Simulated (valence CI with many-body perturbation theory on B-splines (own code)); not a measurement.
Results of a calculation; reference values are marked as such.
## Assign the levels of Pm IV

Method: relativistic CI+MBPT: four valence electrons over a frozen Dirac-Fock core [Xe], a basis of 8 s, 8 p, 9 d, 9 f, 6 g, 3 h, 2 i functions for each j, with the one-electron correlation potential Σ1, the two-electron term Σ2, the three-electron term Σ3, Breit, model QED; the open f shell's mean field enters the energy denominators; selected CI, second order for the rest, scaled by the run's own slope (own B-spline code, finite nucleus).

With an open or low-lying f shell, different configurations can be misplaced against each other by up to about 5,000 cm⁻¹. No measured levels were compared; by estimate terms of the open shell hold to a few per cent of their energy, and close levels can change places. Core correlation moves these levels by up to 11000 cm⁻¹, and in measured spectra 5 to 20 % of such shifts remained as error; rates that hang on mixing are uncertain with them. Among the levels kept, up to 330 cm⁻¹ of a level comes from second order outside the variational space, and about a tenth of that is noise between levels of different J, which matters for small intervals. Only levels of the ground parity were solved; by the run's estimate the other parity begins above the list, which can be wrong where configurations are misplaced.

| No. | J | Parity | E (cm⁻¹) | g |
| --- | --- | --- | --- | --- |
| 1 | 4 | even | 0.0 | 0.605 |
| 2 | 5 | even | 1561 | 0.901 |
| 3 | 6 | even | 3249 | 1.070 |
| 4 | 7 | even | 5013 | 1.175 |
| 5 | 8 | even | 6820 | 1.244 |
| 6 | 1 | even | 12618 | 0.023 |
| 8 | 3 | even | 13952 | 1.241 |
| 10 | 4 | even | 14923 | 1.319 |
| 11 | 5 | even | 16319 | 1.381 |
| 12 | 6 | even | 16729 | 0.860 |
| 13 | 2 | even | 18053 | 0.363 |
| 15 | 7 | even | 18062 | 0.999 |
| 16 | 3 | even | 18585 | 0.893 |
| 20 | 3 | even | 22043 | 0.793 |

Energies count from the lowest level. Strongly mixed levels and levels close to another of their J and parity, and those with J = 0 are left out, so the numbers can have gaps.

(1) Give configuration and LS term of each level.

## Answers

(1) 1: 4f4 5I; 2: 4f4 5I; 3: 4f4 5I; 4: 4f4 5I; 5: 4f4 5I; 6: 4f4 5F; 8: 4f4 5F; 10: 4f4 5F; 11: 4f4 5F; 12: 4f4 3K; 13: 4f4 5G; 15: 4f4 3K; 16: 4f4 5G; 20: 4f4 3G.
